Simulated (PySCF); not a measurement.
Molecule: SMILES N#CCC1=CCC=CC1, C8H9N.

Bonds (- single, = double, # triple, : aromatic): N1#C2, C2-C3, C3-C4, C4=C5, C5-C6, C6-C7, C7=C8, C8-C9, C9-C4. C3 carries H10, H11; C5 carries H12; C6 carries H13, H14; C7 carries H15; C8 carries H16; C9 carries H17, H18.

Frames of a GFN2-xTB Langevin trajectory at 400 K; GIAO PBE0/pcSseg-1 shieldings in PySCF, gas phase, non-relativistic; equivalent atoms averaged within each frame.

References, each an isolated molecule treated in the same way: NH3 for ¹⁵N (σref 267.73); ¹³C (σref 186.93), ¹H (σref 31.72) vs TMS. The references are static minima.

Q: How do the shifts (ppm) fluctuate along the trajectory?

A: 
```
         time (fs)     N1     C4     C8     C7     C5     C2    C6    C9    C3   H15
               250  304.5  140.0  139.5  139.5  134.4  125.3  33.5  33.1  26.3  6.85
               425  302.2  147.8  145.3  156.4  154.4  124.0  36.3  32.3  26.0  7.56
               625  300.0  131.4  143.3  135.1  135.8  127.7  35.7  35.5  24.8  6.01
               800  316.3  137.0  135.0  135.7  132.9  134.8  36.6  38.2  32.0  6.75
              1000  300.7  132.8  136.8  135.8  135.4  121.7  39.6  33.2  22.3  6.18
    mean of frames  304.7  137.8  140.0  140.5  138.6  126.7  36.3  34.5  26.3  6.67
standard deviation    6.7    6.5    4.3    9.0    8.9    5.0   2.2   2.4   3.6  0.61
```

5 frames give an uncertainty of the mean of about the standard deviation over 2.2 at best, since frames this close in time may not be independent; classical motion lacks zero-point vibration, and the reference would need the same averaging.
